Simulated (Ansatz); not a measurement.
Gas-phase electronic energies from Ansatz, PBE0-D4/def2-TZVP geometries. CCSD(T)/CBS is the MP2 limit (def2-TZVPP, def2-QZVPP) plus CCSD(T) − MP2 in def2-TZVPP, frozen cores. This one scheme is used for every species. def2 core potentials past Kr. For Sn outer-core shells are correlated without core-valence functions, which leaves a few kJ/mol of doubt a bond. One conformer a species, not always the lowest.

Reaction (ligand exchange at the Sn–C bond): `C#C[CH](C)[SnH3]` + `N=CS` → `N=C[S][SnH3]` + `C#CCC`

```
           species  SCS-MP2/def2-TZVPP energy (Eh)
`C#C[CH](C)[SnH3]`                      -370.40890
            `N=CS`                      -492.15920
    `N=C[S][SnH3]`                      -706.97990
           `C#CCC`                      -155.61523
```

**Question.** Work out ΔE.

**Answer.** ΔE = (-706.97990) + (-155.61523) − (-370.40890) − (-492.15920) = -0.02703 Eh = -0.74 eV. CCSD(T)/CBS gives -0.78 eV.

Largest T1 diagnostic among the species: 0.015.

In def2-TZVPP, CCSD(T) changes the Hartree–Fock value by +0.18 eV (the triples alone add +0.01 eV) and MP2 by +0.20 eV. The D4 term adds +0.05 eV with B3LYP and +0.03 eV with PBE0; it sums over pairs of atoms, weighted by their polarisabilities, and B3LYP, whose exchange is more repulsive, gets the larger term.

B3LYP here is the variant with VWN-RPA as its local correlation; programs differ in this.
